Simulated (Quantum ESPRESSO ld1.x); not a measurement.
Ne V, configuration [He] 2s2 2p1.5 3p0.5 (fractional occupations, a model configuration). Calculated with ld1.x of Quantum ESPRESSO 7.5: non-relativistic Kohn-Sham, exchange-only PBE, spin-unpolarised, spherical densities, point nucleus.

Normalised radial functions P(r) = r R(r), r in bohr:

```
   r/bohr * 2s (the largest magnitude, 1.18, reaches the edge; | marks zero)
  0.01259                             |   *
  0.01776                             |     *
  0.02506                             |       *
  0.03535                             |         *
  0.04986                             |           *
  0.07033                             |            *
   0.0992                             |            *
   0.1399                             |        *
   0.1974                             | *
   0.2784                     *       |
   0.3927         *                   |
    0.554  *                          |
   0.7815   *                         |
    1.102             *               |
    1.555                      *      |
    2.211                            *|
    3.119                             *
    4.399                             *
    6.205                             *
```

2s: eigenvalue -136.91 eV, 1 radial node at r = 0.216 bohr, <r> = 0.754 bohr, 90 % of the charge inside 1.17 bohr.
